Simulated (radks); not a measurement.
All-electron atom: Er8+ in [Kr] 4d10 4f10 5s2 5p2. Method: Dirac Kohn-Sham, PBE, spin-unpolarised, spherical densities, point nucleus; open shells are shared between the two j in proportion to 2j + 1; computed with a radial shooting solver on a logarithmic mesh with Libxc functionals.

Spin-orbit splittings of the eigenvalues, e(l+1/2) - e(l-1/2), with zeta = 2 splitting/(2l+1) and mean radii in bohr:

| shell | occ. | splitting (eV) | zeta (eV) | <r> j=l-1/2 | <r> j=l+1/2 |
|---|---|---|---|---|---|
| 2p | 6 | 917.0 | 611.3 | 0.07147 | 0.07874 |
| 3p | 6 | 192.6 | 128.4 | 0.2146 | 0.2283 |
| 3d | 10 | 42.10 | 16.84 | 0.2012 | 0.2055 |
| 4p | 6 | 43.62 | 29.08 | 0.5156 | 0.5464 |
| 4d | 10 | 8.002 | 3.201 | 0.5721 | 0.5826 |
| 4f | 10 | 1.297 | 0.3706 | 0.6869 | 0.6940 |
| 5p | 2 | 7.924 | 5.283 | 1.230 | 1.294 |
